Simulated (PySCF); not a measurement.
Si(CCH)(F)3 (C₂HF₃Si), SMILES C#C[Si](F)(F)F. Atoms are numbered in the order given.

```xyz
7

C      0.0000     0.0000     2.7058
C      0.0000     0.0000     1.4793
Si     0.0000     0.0000    -0.3250
F      1.3041     0.7529    -0.9018
F     -1.3041     0.7529    -0.9018
F      0.0000    -1.5058    -0.9018
H      0.0000     0.0000     3.7892
```
Charge 0, spin multiplicity 1.

Coordinates come from a PBE-D3(BJ)/def2-SVP optimisation.

These are PySCF with PBE-D3(BJ)/def2-SVP values and carry that method's errors.

Frequencies are harmonic and unscaled.

Modes within 1.5 cm⁻¹ of each other (mostly degenerate sets) share a row, with their intensities summed.

```
mode   ν (cm⁻¹)  IR (km/mol)  moving atoms (share of kinetic energy)
-----  --------  -----------  --------------------------------------
1–2         128          1.4                  F 49 %, C 34 %, H 11 %
3–4         266          0.9                          F 70 %, C 24 %
5           338         57.0                 F 58 %, C 27 %, Si 14 %
6–7         378         89.2                 C 46 %, F 36 %, Si 15 %
8           627         43.3                 C 41 %, F 40 %, Si 17 %
9–10        719         49.9                          H 76 %, C 24 %
11          860        248.3                         F 50 %, Si 43 %
12–13       971        341.4                         Si 50 %, F 50 %
14         2110         79.1                          C 90 %, H 10 %
15         3387         49.3                          H 86 %, C 14 %
```
